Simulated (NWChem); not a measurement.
Everything below was run with NWChem. System: F$_{3}$In, charge 0, spin multiplicity 1, at a geometry optimised with PBE0/def2-SVP with def2 effective core potentials on In. The structure started from a generated list of species. Level: RHF/def2-SVP with def2 effective core potentials on In.

Input file:

```
start mol
memory heap 200 mb stack 900 mb global 1100 mb
geometry units angstroms nocenter noautoz
  In     0.000000     0.000000     0.000047
  F      0.000000     0.000000     1.935126
  F     -1.675728     0.000000    -0.967691
  F      1.675728     0.000000    -0.967691
  symmetry group C2v
end
basis spherical
  * library def2-svp
end
ecp
  In library def2-ecp
end
scf
  rhf
  nopen 0
  maxiter 100
  thresh 1e-7
  semidirect memsize 60000000 filesize 0
end
task scf energy
```

Part of the output:

```
             Northwest Computational Chemistry Package (NWChem) 7.3.0
             --------------------------------------------------------

                                NWChem Input Module
                                -------------------

 Scaling coordinates for geometry "geometry" by  1.889725989
 (inverse scale =  0.529177249)

 Turning off AUTOSYM since
 SYMMETRY directive was detected!

                             Geometry "geometry" -> ""
                             -------------------------

 Output coordinates in angstroms (scale by  1.889725989 to convert to a.u.)

  No.       Tag          Charge          X              Y              Z
 ---- ---------------- ---------- -------------- -------------- --------------
    1 In                  49.0000     0.00000000     0.00000000     0.00004700
    2 F                    9.0000     0.00000000     0.00000000     1.93512600
    3 F                    9.0000    -1.67572800     0.00000000    -0.96769100
    4 F                    9.0000     1.67572800     0.00000000    -0.96769100

 Effective nuclear repulsion energy (a.u.)     400.1591340937

            Nuclear Dipole moment (a.u.)
            ----------------------------
        X                 Y               Z
 ---------------- ---------------- ----------------
     0.0000000000     0.0000000000    -0.0000018897

      Symmetry information
      --------------------

 Group name             C2v
 Group number             16
 Group order               4
 No. of unique centers     3

      Symmetry unique atoms

     1    2    3


 Summary of "ao basis" -> "" (spherical)
 ------------------------------------------------------------------------------
       Tag                 Description            Shells   Functions and Types
 ---------------- ------------------------------  ------  ---------------------
 *                          def2-svp                  on all atoms

 Summary of "ao basis" -> "ao basis" (spherical)
 ------------------------------------------------------------------------------
       Tag                 Description            Shells   Functions and Types
 ---------------- ------------------------------  ------  ---------------------
 In                         def2-svp                10       26   4s4p2d
 F                          def2-svp                 6       14   3s2p1d

                                 NWChem SCF Module
                                 -----------------

  ao basis        = "ao basis"
  functions       =    68
  atoms           =     4
  closed shells   =    24
  open shells     =     0
  charge          =   0.00
  wavefunction    = RHF
  use symmetry    = T
  symmetry adapt  = T

 Summary of "ao basis" -> "ao basis" (spherical)
 ------------------------------------------------------------------------------
       Tag                 Description            Shells   Functions and Types
 ---------------- ------------------------------  ------  ---------------------
 In                         def2-svp                10       26   4s4p2d
 F                          def2-svp                 6       14   3s2p1d

      Symmetry analysis of basis
      --------------------------

        a1         29
        a2          7
        b1         19
        b2         13

 Forming initial guess at       0.1s

      Superposition of Atomic Density Guess
      -------------------------------------

 Sum of atomic energies:        -515.92783600

      Non-variational initial energy
      ------------------------------
[...]
                 4     -487.3389480691  1.06D-04  5.46D-05      0.7
                 5     -487.3389480709  1.09D-08  3.98D-09      0.8

       Final RHF  results
       ------------------

         Total SCF energy =   -487.338948070853
      One-electron energy =  -1139.324643084889
      Two-electron energy =    458.565512819477
 Nuclear repulsion energy =    193.420182194558

        Time for solution =      0.2s

       Symmetry analysis of molecular orbitals - final
       -----------------------------------------------

  Numbering of irreducible representations:

     1 a1          2 a2          3 b1          4 b2

  Orbital symmetries:

     1 a1          2 b1          3 a1          4 a1          5 b2
     6 b1          7 a1          8 a1          9 a1         10 b1
    11 a2         12 b2         13 a1         14 a1         15 b1
    16 a1         17 a1         18 b1         19 b2         20 b1
    21 b2         22 a2         23 a1         24 b1         25 a1
    26 b2         27 b1         28 a1         29 b2         30 a1
    31 b1         32 a1         33 a2         34 b2

             Final eigenvalues
             -----------------

              1
    1  -26.2522
    2  -26.2522
    3  -26.2521
    4   -5.4755
    5   -3.7414
    6   -3.7315
    7   -3.7315
    8   -1.5031
    9   -1.4989
   10   -1.4989
   11   -1.1254
   12   -1.1254
   13   -1.1241
   14   -1.1140
   15   -1.1140
   16   -0.6718
   17   -0.6300
   18   -0.6300
   19   -0.6236
   20   -0.6085
   21   -0.6078
   22   -0.6078
   23   -0.5886
   24   -0.5886
   25    0.0021
   26    0.0360
   27    0.1335
   28    0.1335
   29    0.2567
   30    0.2883
   31    0.3866
   32    0.3866
   33    0.4948
   34    0.4948

                       ROHF Final Molecular Orbital Analysis
                       -------------------------------------

 Vector   22  Occ=2.000000D+00  E=-6.077642D-01  Symmetry=a2
              MO Center= -4.5D-10,  1.8D-17, -9.5D-01, r^2= 3.2D+00
   Bfn.  Coefficient  Atom+Function         Bfn.  Coefficient  Atom+Function
  ----- ------------  ---------------      ----- ------------  ---------------
    45      0.458085  3 F  py                59     -0.458085  4 F  py
    48     -0.342043  3 F  py                62      0.342043  4 F  py

 Vector   23  Occ=2.000000D+00  E=-5.886332D-01  Symmetry=a1
              MO Center= -1.8D-11,  5.0D-17,  2.6D-01, r^2= 4.0D+00
   Bfn.  Coefficient  Atom+Function         Bfn.  Coefficient  Atom+Function
  ----- ------------  ---------------      ----- ------------  ---------------
    32      0.409514  2 F  pz                46      0.339643  3 F  pz
    60      0.339643  4 F  pz                35     -0.292475  2 F  pz
    49     -0.244876  3 F  pz                63     -0.244876  4 F  pz
    19     -0.204250  1 In d  0              13      0.157581  1 In pz

 Vector   24  Occ=2.000000D+00  E=-5.886222D-01  Symmetry=b1
              MO Center=  1.6D-11,  4.3D-16, -2.6D-01, r^2= 4.0D+00
   Bfn.  Coefficient  Atom+Function         Bfn.  Coefficient  Atom+Function
  ----- ------------  ---------------      ----- ------------  ---------------
    44      0.386324  3 F  px                58      0.386324  4 F  px
    30      0.316056  2 F  px                47     -0.276692  3 F  px
    61     -0.276692  4 F  px                20     -0.235873  1 In d  1
    33     -0.228789  2 F  px                11      0.157637  1 In px

 Vector   25  Occ=0.000000D+00  E= 2.136981D-03  Symmetry=a1
              MO Center=  1.3D-14,  5.0D-16,  2.8D-04, r^2= 3.7D+00
   Bfn.  Coefficient  Atom+Function         Bfn.  Coefficient  Atom+Function
  ----- ------------  ---------------      ----- ------------  ---------------
     4      1.003330  1 In s                  1     -0.325470  1 In s
     3      0.233282  1 In s                 29     -0.217405  2 F  s
    43     -0.217343  3 F  s                 57     -0.217343  4 F  s
    32     -0.175805  2 F  pz                35      0.171699  2 F  pz
    44      0.152208  3 F  px                58     -0.152208  4 F  px

 Vector   26  Occ=0.000000D+00  E= 3.604138D-02  Symmetry=b2
              MO Center=  8.8D-16, -8.1D-16,  7.2D-05, r^2= 5.6D+00
   Bfn.  Coefficient  Atom+Function         Bfn.  Coefficient  Atom+Function
  ----- ------------  ---------------      ----- ------------  ---------------
    15      0.804834  1 In py                12      0.331347  1 In py

 Vector   27  Occ=0.000000D+00  E= 1.334575D-01  Symmetry=b1
              MO Center=  3.2D-15,  5.5D-17,  2.3D-01, r^2= 7.8D+00
   Bfn.  Coefficient  Atom+Function         Bfn.  Coefficient  Atom+Function
  ----- ------------  ---------------      ----- ------------  ---------------
    14      1.177049  1 In px                43      0.315008  3 F  s
    57     -0.315008  4 F  s

 center of mass
 --------------
 x =   0.00000000 y =   0.00000000 z =   0.00000590

 moments of inertia (a.u.)
 ------------------
         381.120893596431           0.000000000000           0.000000000000
           0.000000000000         762.144380651749           0.000000000000
           0.000000000000           0.000000000000         381.023487055318

  Mulliken analysis of the total density
  --------------------------------------

    Atom       Charge   Shell Charges
 -----------   ------   -------------------------------------------------------
    1 In  21    19.28   2.59 -0.60  0.47  0.00  3.24  2.77  0.53  0.07  9.79  0.43
    2 F    9     9.57   1.99  1.11  0.86  3.30  2.31  0.00
    3 F    9     9.57   1.99  1.11  0.86  3.30  2.31  0.00
    4 F    9     9.57   1.99  1.11  0.86  3.30  2.31  0.00

       Multipole analysis of the density wrt the origin
       ------------------------------------------------

     L   x y z        total         open         nuclear
     -   - - -        -----         ----         -------
     0   0 0 0      0.000000      0.000000     48.000000

     1   1 0 0      0.000000      0.000000      0.000000
     1   0 1 0      0.000000      0.000000      0.000000
     1   0 0 1      0.000525      0.000000     -0.002489

     2   2 0 0    -34.427307      0.000000    180.500010
     2   1 1 0      0.000000      0.000000      0.000000
     2   1 0 1     -0.000000      0.000000      0.000000
     2   0 2 0    -22.204847      0.000000      0.000000
     2   0 1 1      0.000000      0.000000      0.000000
     2   0 0 2    -34.430002      0.000000    180.546153

 Task  times  cpu:        0.8s     wall:        0.8s

 Total times  cpu:        0.8s     wall:        0.8s
```
